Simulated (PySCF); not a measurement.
Does the drawn structure hold up?

C5H8AlBCl2. Drawn bonds (atoms numbered from 1): Cl1–B2, B2–Cl3, B2–C4, C4=C5, C5–C6, C6–C7, C7–C8, C8–Al9, C4–Al9, C5–H10, C6–H11, C6–H12, C7–H13, C7–H14, C8–H15, C8–H16, Al9–H17.

Geometry after optimisation with GFN2-xTB (Å):

```
atom  x, y, z in Å
Cl1    2.243    2.234   -0.053
B2     2.732    0.440   -0.126
Cl3    4.358    0.109   -0.515
C4     1.465   -0.315   -0.176
C5     0.708   -1.215    0.454
C6    -0.710   -1.444    0.046
C7    -1.583   -0.345    0.695
C8    -1.419    1.020    0.001
Al9    0.361    1.293   -0.889
H10    1.038   -1.716    1.360
H11   -1.059   -2.427    0.364
H12   -0.805   -1.358   -1.040
H13   -1.304   -0.260    1.748
H14   -2.628   -0.663    0.656
H15   -1.805    1.797    0.671
H16   -2.092    1.043   -0.872
H17    0.494    1.820   -2.333
```

Here a drawn bond counts as lost beyond 1.3 times the sum of covalent radii plus 0.1 Å; another pair counts as a new contact within 1.08 times that sum, or 1.2 times among H, C, N, O, F, S and Cl. Covalent radii used (Å): Al 1.21, B 0.84, C 0.73, Cl 1.02, H 0.31.

Task: Which drawn bonds no longer describe this geometry, and which new contacts appear?

Result: No drawn bond is lost. New contacts: Cl1–Al9 (2.26 Å; radii sum 2.23 Å). The tight-binding optimisation can itself be at fault, so a check at a higher level is due before the drawing is dismissed.

Task: How long is each drawn bond in this geometry?

Result: 
| drawn bond | length (Å) | over radii sum |
| --- | --- | --- |
| Cl1–B2 | 1.861 | 1.00 |
| B2–Cl3 | 1.705 | 0.92 |
| B2–C4 | 1.475 | 0.94 |
| C4–C5 | 1.334 | 0.91 |
| C5–C6 | 1.493 | 1.02 |
| C6–C7 | 1.546 | 1.06 |
| C7–C8 | 1.540 | 1.05 |
| C8–Al9 | 2.008 | 1.04 |
| C4–Al9 | 2.077 | 1.07 |
| C5–H10 | 1.087 | 1.04 |
| C6–H11 | 1.091 | 1.05 |
| C6–H12 | 1.094 | 1.05 |
| C7–H13 | 1.092 | 1.05 |
| C7–H14 | 1.094 | 1.05 |
| C8–H15 | 1.097 | 1.06 |
| C8–H16 | 1.102 | 1.06 |
| Al9–H17 | 1.544 | 1.02 |

These are computed values.
